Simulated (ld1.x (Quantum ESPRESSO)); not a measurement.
## Scattering properties, TM potential for antimony

```
Element                 : antimony
Generator               : ld1.x (Quantum ESPRESSO) 7.5
Type                    : norm-conserving Troullier–Martins (Kleinman–Bylander form)
Functional              : LDA (PZ)
Relativity              : fully relativistic
Frozen core             : [Kr] 4d10
Valence charge          : 5
Reference configuration : 5s2 5p3
Partial waves           : 5s (bound): rc 1.95 bohr; 5p (bound): rc 1.70 bohr
Local potential         : all-electron potential smoothed inside 1.60 bohr (lloc = -1)
Core correction         : a·sin(br)/r model core, default radius (core density twice the valence density)
```

Open shells are filled in proportion to 2j + 1 (rel_dist='average').

The phase is arctan(r·u′/u) with u = r·R(r), unwrapped; energies in Ry, scanned from -3 to 5 Ry. A pole is an energy at which the radial function vanishes at the test radius. The pseudo phase is shifted by a multiple of π to meet the all-electron one at the reference energy, and phase errors are pseudo minus all-electron; the curves can meet again beyond the range given. Levels narrower than the energy grid can be missing from the lists of poles.

Question: For each channel, where are the poles, and over which energies does the pseudopotential scatter like the atom?

Answer:

```json
{"channel": "s", "radius (bohr)": "2.14", "reference energy (Ry)": "-0.96", "poles, all-electron": "2.04", "poles, pseudo": "1.98", "unbroken range about the reference energy with phases within 0.05 rad": "below 4.8", "phase error 1 Ry above the reference energy (rad)": "-0.000"}
{"channel": "p1/2", "radius (bohr)": "2.14", "reference energy (Ry)": "-0.40", "poles, all-electron": "3.53", "poles, pseudo": "1.17", "unbroken range about the reference energy with phases within 0.05 rad": "below 0.3", "phase error 1 Ry above the reference energy (rad)": "-0.098"}
{"channel": "p3/2", "radius (bohr)": "2.14", "reference energy (Ry)": "-0.35", "poles, all-electron": "3.90", "poles, pseudo": "0.83", "unbroken range about the reference energy with phases within 0.05 rad": "below 0.1", "phase error 1 Ry above the reference energy (rad)": "-0.310"}
```

Note: ghost states, extra bound levels that the all-electron valence spectrum of the same l lacks: s at -57.5 eV, d at -5.2 eV. A true bound ghost makes a file unfit for plane-wave use.

Phases in the p3/2 channel:

```json
{"E (Ry)": "-3.00", "all-electron": "1.245", "pseudo": "1.230"}
{"E (Ry)": "-2.52", "all-electron": "1.202", "pseudo": "1.187"}
{"E (Ry)": "-2.04", "all-electron": "1.143", "pseudo": "1.127"}
{"E (Ry)": "-1.56", "all-electron": "1.053", "pseudo": "1.038"}
{"E (Ry)": "-1.08", "all-electron": "0.903", "pseudo": "0.890"}
{"E (Ry)": "-0.60", "all-electron": "0.619", "pseudo": "0.615"}
{"E (Ry)": "-0.12", "all-electron": "0.067", "pseudo": "0.057"}
{"E (Ry)": "0.36", "all-electron": "-0.613", "pseudo": "-0.751"}
{"E (Ry)": "0.84", "all-electron": "-1.028", "pseudo": "-1.608"}
{"E (Ry)": "1.32", "all-electron": "-1.238", "pseudo": "-3.824"}
{"E (Ry)": "1.80", "all-electron": "-1.357", "pseudo": "-4.272"}
{"E (Ry)": "2.28", "all-electron": "-1.433", "pseudo": "-4.427"}
{"E (Ry)": "2.76", "all-electron": "-1.486", "pseudo": "-4.513"}
{"E (Ry)": "3.24", "all-electron": "-1.527", "pseudo": "-4.570"}
{"E (Ry)": "3.72", "all-electron": "-1.560", "pseudo": "-4.612"}
{"E (Ry)": "4.20", "all-electron": "-1.588", "pseudo": "-4.645"}
{"E (Ry)": "4.68", "all-electron": "-1.614", "pseudo": "-4.671"}
```
